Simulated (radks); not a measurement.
Results of a calculation; reference values are marked as such.
Task: These are the eigenvalues of the occupied orbitals of an atom or ion with whole-number occupations (eV). Level of theory: scalar-relativistic Kohn-Sham, BLYP, spin-polarised, spherical densities, finite nucleus; Fermi nuclear charge, rms radius of each element as measured or else 0.836 A^(1/3) + 0.57 fm (a radial shooting solver on a logarithmic mesh with Libxc functionals).

1s down: -50368.36
1s up: -50368.36
2s up: -8539.297
2s down: -8538.641
2p up: -7629.616
2p down: -7629.104
3s up: -2098.864
3s down: -2096.356
3p up: -1816.982
3p down: -1814.456
3d up: -1444.750
3d down: -1442.553
4s up: -624.8901
4s down: -618.5910
4p up: -530.1490
4p down: -523.9890
4d up: -398.7580
4d down: -392.7760
5s up: -258.1597
5s down: -255.3114
4f up: -252.7215

Which element is it, and in what charge state? The configuration may be excited. Open shells, if any, are filled with parallel spins first.

Result: Z = 64, gadolinium, charge +13: Gd13+ in [Kr] 4d9 4f4 5s2. The list shows which subshells hold electrons but not how many an open one holds; the 1s level, -1851 hartree, gives Z - s = 60.8 by -(Z - s)^2/2, which with screening and relativity narrows Z to a few neighbours, and the depths of the outer levels then fix element, charge and occupations together.
